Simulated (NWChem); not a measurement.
All runs are NWChem calculations. System: HFSSn, charge 0, spin multiplicity 1, at a geometry optimised with PBE0/def2-SVP with def2 effective core potentials on Sn. The structure started from a generated list of species. Level: TD-PBE/def2-SVPD with def2 effective core potentials on Sn.

Job file:

```
start mol
memory heap 200 mb stack 900 mb global 1100 mb
geometry units angstroms nocenter noautoz
  Sn    -0.500959    -0.274078     0.000000
  F      0.903184    -1.636904     0.000000
  S      1.055115     1.620231     0.000000
  H      0.037456     2.512352     0.000000
  symmetry group Cs
end
basis spherical
  * library def2-svpd
end
ecp
  Sn library def2-ecp
end
dft
  xc xpbe96 cpbe96
  semidirect memsize 60000000 filesize 0
  iterations 100
end
tddft
  rpa
  nroots 6
  notriplet
  thresh 1e-4
end
task tddft energy
```

Part of the output:

```
             Northwest Computational Chemistry Package (NWChem) 7.3.0
             --------------------------------------------------------

                                NWChem Input Module
                                -------------------

 Scaling coordinates for geometry "geometry" by  1.889725989
 (inverse scale =  0.529177249)

 Turning off AUTOSYM since
 SYMMETRY directive was detected!

                             Geometry "geometry" -> ""
                             -------------------------

 Output coordinates in angstroms (scale by  1.889725989 to convert to a.u.)

  No.       Tag          Charge          X              Y              Z
 ---- ---------------- ---------- -------------- -------------- --------------
    1 Sn                  50.0000    -0.50095900    -0.27407800     0.00000000
    2 F                    9.0000     0.90318400    -1.63690400     0.00000000
    3 S                   16.0000     1.05511500     1.62023100     0.00000000
    4 H                    1.0000     0.03745600     2.51235200     0.00000000

 Effective nuclear repulsion energy (a.u.)     334.4568089137

            Nuclear Dipole moment (a.u.)
            ----------------------------
        X                 Y               Z
 ---------------- ---------------- ----------------
     0.0000037795     0.0000226767     0.0000000000

      Symmetry information
      --------------------

 Group name             Cs
 Group number              2
 Group order               2
 No. of unique centers     4

      Symmetry unique atoms

     1    2    3    4


 Summary of "ao basis" -> "" (spherical)
 ------------------------------------------------------------------------------
       Tag                 Description            Shells   Functions and Types
 ---------------- ------------------------------  ------  ---------------------
 *                         def2-svpd                  on all atoms

 Summary of "ao basis" -> "ao basis" (spherical)
 ------------------------------------------------------------------------------
       Tag                 Description            Shells   Functions and Types
[...]
     Transition Moments    X  0.16347   Y -0.67481   Z -0.00000
     Transition Moments   XX -2.43458  XY  0.12973  XZ  0.00000
     Transition Moments   YY  0.81746  YZ  0.00000  ZZ  0.45390
     Dipole Oscillator Strength                    0.0637255323
     Electric Quadrupole                           0.0000001325
     Magnetic Dipole                               0.0000032311
     Total Oscillator Strength                     0.0637288959

          sigma_e =   2.2408 Angstrom
          sigma_h =   2.0669 Angstrom
         |d_h->e| =   1.1775 Angstrom
            d_exc =   3.2658 Angstrom
            d_CD1 =   1.3514 Angstrom
            d_CD2 =  -0.9764 Angstrom
            d_CD3 =   4.4432 Angstrom
     Pearson C.C. =   0.0016

     Occ.   20  a'  ---  Virt.   26  a'   0.06945 X
     Occ.   21  a"  ---  Virt.   25  a"   0.19401 X
     Occ.   22  a'  ---  Virt.   26  a'  -0.07780 X
     Occ.   23  a"  ---  Virt.   25  a"  -0.09640 X
     Occ.   24  a'  ---  Virt.   26  a'   0.88088 X
     Occ.   24  a'  ---  Virt.   27  a'  -0.39075 X
     Occ.   24  a'  ---  Virt.   28  a'   0.05739 X
  ----------------------------------------------------------------------------
  Root   5 singlet a"             0.198811677 a.u.                5.4099 eV
  ----------------------------------------------------------------------------
     Transition Moments    X  0.00000   Y -0.00000   Z  0.16524
     Transition Moments   XX -0.00000  XY  0.00000  XZ -0.91334
     Transition Moments   YY  0.00000  YZ -0.46662  ZZ  0.00000
     Dipole Oscillator Strength                    0.0036189655
     Electric Quadrupole                           0.0000000440
     Magnetic Dipole                               0.0000001990
     Total Oscillator Strength                     0.0036192085

          sigma_e =   1.9521 Angstrom
          sigma_h =   1.3372 Angstrom
         |d_h->e| =   1.7228 Angstrom
            d_exc =   2.9291 Angstrom
            d_CD1 =   2.3377 Angstrom
            d_CD2 =   0.0781 Angstrom
            d_CD3 =   4.6519 Angstrom
     Pearson C.C. =  -0.0025

     Occ.   20  a'  ---  Virt.   25  a"  -0.24862 X
     Occ.   22  a'  ---  Virt.   25  a"  -0.96180 X
     Occ.   23  a"  ---  Virt.   27  a'   0.08337 X
     Occ.   24  a'  ---  Virt.   25  a"  -0.06149 X
  ----------------------------------------------------------------------------
  Root   6 singlet a"             0.210715462 a.u.                5.7339 eV
  ----------------------------------------------------------------------------
     Transition Moments    X -0.00000   Y  0.00000   Z  0.05315
     Transition Moments   XX  0.00000  XY  0.00000  XZ  1.23939
     Transition Moments   YY -0.00000  YZ  0.69637  ZZ  0.00000
     Dipole Oscillator Strength                    0.0003968121
     Electric Quadrupole                           0.0000001007
     Magnetic Dipole                               0.0000002536
     Total Oscillator Strength                     0.0003971664

          sigma_e =   2.4338 Angstrom
          sigma_h =   1.8007 Angstrom
         |d_h->e| =   1.5288 Angstrom
            d_exc =   3.3732 Angstrom
            d_CD1 =   2.1618 Angstrom
            d_CD2 =  -0.5885 Angstrom
            d_CD3 =   4.9020 Angstrom
     Pearson C.C. =   0.0142

     Occ.   19  a'  ---  Virt.   25  a"  -0.05709 X
     Occ.   20  a'  ---  Virt.   25  a"  -0.52139 X
     Occ.   22  a'  ---  Virt.   25  a"   0.05796 X
     Occ.   23  a"  ---  Virt.   27  a'  -0.84386 X
     Occ.   23  a"  ---  Virt.   28  a'   0.07054 X

              Target root =      1
          Target symmetry = none
      Ground state energy =   -712.560779040489
        Excitation energy =      0.131280654380
     Excited state energy =   -712.429498386109

  stored tddft:energy   -712.42949838610912

 Task  times  cpu:       56.2s     wall:       56.2s

 Total times  cpu:       56.2s     wall:       56.2s
```
